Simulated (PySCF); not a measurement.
PySCF job for C4H6ClF, SMILES C=CC[C@H](F)Cl, B3LYP-D3(BJ)/def2-SVP. Geometry: B3LYP-D3(BJ)/def2-SVP. The structure was generated by enumeration; whether it is a known compound was not checked. One conformer was computed; it need not be the lowest.

```python
import numpy as np
from pyscf import gto, scf, dft, df
from pyscf.hessian import thermo

mol = gto.M(
    atom='''
    C     3.03767299    0.05246790    0.42197626
    C     1.90138172   -0.55492004    0.07238062
    C     0.70893718    0.14275085   -0.52078456
    C    -0.53137647   -0.02428479    0.34189982
    F    -0.83479902   -1.34746779    0.47134778
    Cl   -1.94106476    0.82915911   -0.39283550
    H     3.87580193   -0.50556941    0.84783811
    H     3.17634970    1.13053400    0.28744884
    H     1.79388339   -1.63507296    0.22227536
    H     0.90327095    1.21815523   -0.64864076
    H     0.46735513   -0.27350666   -1.51426349
    H    -0.40506137    0.40088126    1.34858281
    ''',
    basis='def2-SVP',
    charge=0,
    spin=0,
    max_memory=1600,
    verbose=3,
)
mf = dft.RKS(mol, xc='b3lyp').density_fit(auxbasis='def2-universal-jkfit')
mf.disp = 'd3bj'
mf.grids.level = 3
mf.conv_tol = 1e-11
mf.max_cycle = 100
mf.kernel()

# [left out here: the lines that compute and print the analytic Hessian (its translational invariance restored by hand, since the grid's response is missing), thermochemistry and intensities]
```

Output:

```
converged SCF energy = -715.748073730335

WARN: DFTD3 does not support analytical Hessian, using finite difference


WARN: Mole.unit (angstrom) is changed to Bohr

Mode                                 0                   1                   2
Irrep
Freq [cm^-1]                       86.2145             93.3072            199.8741
Reduced mass [au]                   2.9365              3.3229              2.6491
Force const [Dyne/A]                0.0129              0.0170              0.0624
Char temp [K]                     124.0435            134.2483            287.5743
Normal mode                   x     y     z       x     y     z       x     y     z
       0   C                -0.07 -0.05  0.11   -0.07  0.11  0.05    0.00 -0.04  0.03
       1   C                -0.01 -0.03 -0.12    0.02 -0.01 -0.02   -0.04  0.01  0.09
       2   C                 0.00  0.03 -0.06   -0.01 -0.12 -0.09    0.03 -0.02 -0.09
       3   C                 0.03  0.04 -0.02    0.02 -0.04 -0.03    0.03  0.04 -0.07
       4   F                 0.07  0.04  0.06   -0.05 -0.03 -0.00    0.07  0.03 -0.05
       5  Cl                -0.02 -0.02  0.00    0.04  0.04  0.04   -0.05 -0.01  0.04
       6   H                -0.09 -0.10  0.08   -0.04  0.21  0.13   -0.09 -0.05  0.20
       7   H                -0.10 -0.02  0.33   -0.17  0.12  0.05    0.13 -0.09 -0.20
       8   H                 0.02 -0.06 -0.33    0.11 -0.02 -0.01   -0.17  0.05  0.32
       9   H                 0.03  0.03 -0.02   -0.04 -0.13 -0.21    0.05 -0.04 -0.20
      10   H                -0.04  0.08 -0.07   -0.03 -0.23 -0.04    0.05 -0.14 -0.05
      11   H                 0.06  0.09 -0.04    0.10 -0.04 -0.04    0.08  0.05 -0.08
Mode                                 3                   4                   5
Irrep
Freq [cm^-1]                      310.0626            384.5866            408.9869
Reduced mass [au]                   5.5590              6.3552              3.4800
[...]
Force const [Dyne/A]                1.0910              0.7855              2.4915
Char temp [K]                    1450.8761           1493.7212           1621.3073
Normal mode                   x     y     z       x     y     z       x     y     z
       0   C                 0.00  0.04 -0.01    0.01  0.00 -0.02   -0.00 -0.02 -0.00
       1   C                 0.00 -0.03  0.03   -0.03  0.01  0.10   -0.02  0.04 -0.01
       2   C                 0.01  0.00 -0.11    0.00  0.01 -0.05    0.08 -0.03 -0.08
       3   C                -0.04  0.09  0.08   -0.02  0.03  0.04   -0.11 -0.12  0.09
       4   F                -0.01 -0.06 -0.00   -0.00 -0.02 -0.00    0.03  0.09 -0.01
       5  Cl                 0.00 -0.00 -0.00    0.00 -0.00 -0.00    0.01 -0.00  0.00
       6   H                -0.02 -0.14 -0.18   -0.13  0.04  0.30    0.04  0.03 -0.03
       7   H                 0.12  0.06  0.28    0.15 -0.05 -0.30   -0.10 -0.00  0.00
       8   H                 0.14 -0.01  0.28    0.34 -0.14 -0.65   -0.08  0.04 -0.02
       9   H                 0.37 -0.04  0.01    0.08  0.00  0.02    0.11 -0.02  0.03
      10   H                -0.15  0.23 -0.17    0.00  0.03 -0.06    0.28  0.02 -0.15
      11   H                 0.00 -0.01  0.12    0.03 -0.01  0.05   -0.27 -0.13  0.13
Mode                                15                  16                  17
Irrep
Freq [cm^-1]                     1150.1118           1226.7825           1267.7127
Reduced mass [au]                   2.1338              1.2827              1.2474
Force const [Dyne/A]                1.6629              1.1374              1.1811
Char temp [K]                    1654.7548           1765.0668           1823.9563
Normal mode                   x     y     z       x     y     z       x     y     z
       0   C                -0.02  0.04 -0.02    0.02 -0.02  0.01    0.02 -0.03  0.01
       1   C                 0.03 -0.10  0.04   -0.04  0.07  0.01   -0.03  0.05 -0.03
       2   C                -0.02  0.11 -0.02    0.04 -0.05 -0.00   -0.05  0.02  0.05
       3   C                 0.01 -0.11 -0.04    0.07 -0.02 -0.04   -0.03 -0.05 -0.05
       4   F                 0.00  0.05  0.01   -0.01  0.00  0.00    0.01  0.03  0.01
       5  Cl                 0.00  0.00  0.00    0.00  0.00  0.01   -0.00  0.00 -0.01
       6   H                -0.13 -0.14 -0.04    0.10  0.08 -0.01    0.10  0.11  0.04
       7   H                 0.21  0.02  0.08   -0.10 -0.01 -0.02   -0.07 -0.02 -0.04
       8   H                 0.28 -0.12  0.11   -0.10  0.06 -0.10    0.16  0.04  0.05
       9   H                -0.06  0.09 -0.24    0.25 -0.09  0.09    0.61 -0.12 -0.10
      10   H                -0.27 -0.03  0.10   -0.56  0.15  0.05   -0.12 -0.02  0.08
      11   H                -0.24 -0.13 -0.01   -0.53  0.13 -0.05    0.41 -0.37  0.04
Mode                                18                  19                  20
Irrep
Freq [cm^-1]                     1303.1221           1340.4891           1387.7326
Reduced mass [au]                   1.2250              1.4015              1.2969
Force const [Dyne/A]                1.2256              1.4837              1.4716
Char temp [K]                    1874.9026           1928.6654           1996.6383
Normal mode                   x     y     z       x     y     z       x     y     z
       0   C                -0.03 -0.09  0.00    0.02  0.03  0.01   -0.00  0.00 -0.00
       1   C                 0.00  0.07 -0.02   -0.01 -0.04 -0.02   -0.00  0.00  0.01
       2   C                -0.02  0.02 -0.00   -0.12  0.04  0.01    0.06  0.02 -0.00
       3   C                 0.03  0.00  0.02    0.06 -0.04  0.03   -0.08 -0.08  0.05
       4   F                -0.01 -0.01 -0.01   -0.01 -0.01 -0.01    0.00 -0.00 -0.02
       5  Cl                 0.00  0.00  0.00    0.00  0.00  0.00    0.00  0.00 -0.00
       6   H                -0.01 -0.03  0.01    0.09  0.14  0.04   -0.01 -0.02 -0.02
       7   H                -0.34 -0.07 -0.12    0.23  0.01  0.06   -0.01  0.00  0.01
       8   H                 0.68  0.05  0.29   -0.15 -0.04 -0.05   -0.01  0.00 -0.00
       9   H                -0.04  0.03 -0.02    0.41 -0.08 -0.06    0.04  0.03  0.01
      10   H                 0.18 -0.04 -0.02    0.40 -0.11 -0.05   -0.30 -0.02  0.10
      11   H                -0.17  0.23 -0.06   -0.23  0.40 -0.13    0.41  0.62 -0.30
Mode                                21                  22                  23
Irrep
Freq [cm^-1]                     1429.3871           1445.7939           1723.1045
Reduced mass [au]                   1.1555              1.1489              5.0001
Force const [Dyne/A]                1.3910              1.4149              8.7469
Char temp [K]                    2056.5698           2080.1755           2479.1637
Normal mode                   x     y     z       x     y     z       x     y     z
       0   C                -0.03 -0.03 -0.01    0.02  0.02  0.00   -0.15 -0.08 -0.05
       1   C                -0.07 -0.01 -0.03    0.05 -0.00  0.01    0.18  0.06  0.06
       2   C                 0.04  0.02 -0.04   -0.04  0.04 -0.06   -0.03  0.00 -0.01
       3   C                -0.01  0.02 -0.00    0.00  0.00 -0.01   -0.00 -0.00 -0.00
       4   F                 0.00 -0.00  0.00   -0.00  0.00  0.00    0.00  0.00 -0.00
       5  Cl                -0.00 -0.00 -0.00    0.00 -0.00 -0.00    0.00  0.00 -0.00
       6   H                 0.28  0.44  0.02   -0.19 -0.31 -0.03   -0.01  0.19 -0.04
       7   H                 0.41 -0.05  0.19   -0.29  0.04 -0.11    0.16 -0.12  0.08
       8   H                 0.20 -0.01  0.10   -0.12  0.01 -0.03   -0.14  0.10 -0.08
       9   H                -0.10  0.09  0.38    0.18  0.07  0.54    0.07 -0.01  0.02
      10   H                -0.06 -0.35  0.15   -0.05 -0.50  0.18   -0.05  0.02 -0.01
      11   H                -0.00 -0.06  0.03   -0.03 -0.04  0.01    0.01  0.00 -0.00
Mode                                24                  25                  26
Irrep
Freq [cm^-1]                     3042.6968           3099.9005           3115.2421
Reduced mass [au]                   1.0646              1.0906              1.1003
Force const [Dyne/A]                5.8072              6.1746              6.2912
Char temp [K]                    4377.7633           4460.0667           4482.1398
Normal mode                   x     y     z       x     y     z       x     y     z
       0   C                -0.00 -0.00 -0.00   -0.00 -0.00 -0.00   -0.00 -0.00 -0.00
       1   C                 0.00 -0.00  0.00   -0.00 -0.00  0.00   -0.00 -0.01  0.00
       2   C                -0.01  0.01 -0.07    0.01  0.04  0.01    0.02  0.07  0.02
       3   C                -0.00  0.00  0.00   -0.01 -0.03 -0.07    0.00  0.02  0.04
       4   F                 0.00  0.00  0.00   -0.00 -0.00  0.00   -0.00 -0.00 -0.00
       5  Cl                 0.00 -0.00  0.00   -0.00  0.00  0.00   -0.00 -0.00 -0.00
       6   H                 0.01 -0.01  0.00    0.01 -0.01  0.00    0.03 -0.02  0.01
       7   H                 0.00  0.01 -0.00    0.00  0.01 -0.00    0.00  0.04 -0.01
       8   H                -0.00 -0.00  0.00    0.01  0.06 -0.01    0.01  0.12 -0.02
       9   H                -0.08 -0.43  0.04   -0.08 -0.42  0.05   -0.13 -0.70  0.09
      10   H                 0.19  0.33  0.77   -0.03 -0.05 -0.13   -0.08 -0.14 -0.36
      11   H                -0.01 -0.03 -0.06    0.08  0.33  0.76   -0.04 -0.18 -0.42
Mode                                27                  28                  29
Irrep
Freq [cm^-1]                     3131.4155           3158.4824           3229.4349
Reduced mass [au]                   1.0611              1.0933              1.1166
Force const [Dyne/A]                6.1304              6.4261              6.8614
Char temp [K]                    4505.4097           4544.3530           4646.4377
Normal mode                   x     y     z       x     y     z       x     y     z
       0   C                 0.05  0.04  0.01    0.01  0.02 -0.00    0.04 -0.08  0.03
       1   C                -0.01  0.01 -0.00   -0.01 -0.08  0.01   -0.00 -0.01  0.00
       2   C                 0.00  0.01  0.00   -0.00 -0.01 -0.00   -0.00 -0.00 -0.00
       3   C                 0.00  0.00  0.00   -0.00 -0.00 -0.00   -0.00 -0.00  0.00
       4   F                 0.00 -0.00  0.00   -0.00  0.00 -0.00    0.00  0.00 -0.00
       5  Cl                 0.00 -0.00 -0.00    0.00  0.00 -0.00    0.00  0.00 -0.00
       6   H                -0.45  0.31 -0.23    0.01 -0.01  0.00   -0.57  0.38 -0.29
       7   H                -0.09 -0.74  0.10   -0.02 -0.18  0.02    0.08  0.55 -0.07
       8   H                -0.01 -0.13  0.02    0.09  0.91 -0.13    0.01  0.12 -0.02
       9   H                -0.01 -0.07  0.01    0.02  0.11 -0.01   -0.00  0.01 -0.00
      10   H                -0.00 -0.01 -0.02    0.02  0.02  0.05    0.00  0.00  0.00
      11   H                -0.00 -0.01 -0.01    0.00  0.00  0.01    0.00  0.00  0.00
temperature 298.1500 [K]
pressure 101325.00 [Pa]
Rotational constants [GHz] 6.37679 1.40102 1.20657
Symmetry number 1
Zero-point energy (ZPE) 0.09206 [Eh]   241703.649 [J/mol]
                           tot       elec      trans        rot        vib
Entropy [J/mol/K]       345.800      0.000    167.202    116.278     62.320
Cv [J/mol/K]             95.275      0.000     12.472     12.472     70.331
Cp [J/mol/K]            103.589      0.000     20.786     12.472     70.331
Internal energy [J/mol]                      3718.434   3718.434 251900.103
Internal energy [Eh]   -715.64930  -715.74807
Enthalpy [J/mol]                             6197.391   3718.434 251900.103
Enthalpy [Eh]          -715.64835
Gibbs free energy [J/mol]                  -43653.933 -30949.776 233319.365
Gibbs free energy [Eh] -715.68762
mode   freq/cm-1   IR/(km/mol)
   1       86.21         0.259
   2       93.31         1.009
   3      199.87         0.474
   4      310.06         6.256
   5      384.59         2.185
   6      408.99         0.776
   7      492.79         6.247
   8      634.39        23.773
   9      791.33        98.223
  10      876.31        22.744
  11      950.13        12.071
  12      956.84        26.057
  13     1008.41        29.621
  14     1038.19         9.314
  15     1126.86        77.366
  16     1150.11        45.366
  17     1226.78        14.371
  18     1267.71         6.775
  19     1303.12         2.703
  20     1340.49        20.124
  21     1387.73        20.469
  22     1429.39         1.934
  23     1445.79         7.071
  24     1723.10         5.340
  25     3042.70         5.525
  26     3099.90        11.016
  27     3115.24        11.016
  28     3131.42         6.600
  29     3158.48         5.336
  30     3229.43         9.056
max |gradient| / (hartree/bohr): 5.6249121278615835e-05
APT charges: [-9.280e-02  2.140e-02 -2.510e-02  9.849e-01 -5.303e-01 -3.901e-01
  3.320e-02  3.060e-02  2.780e-02  9.000e-04 -5.500e-03 -5.510e-02]
```

The run converged.

Cost: around 3 core-minutes (rough).
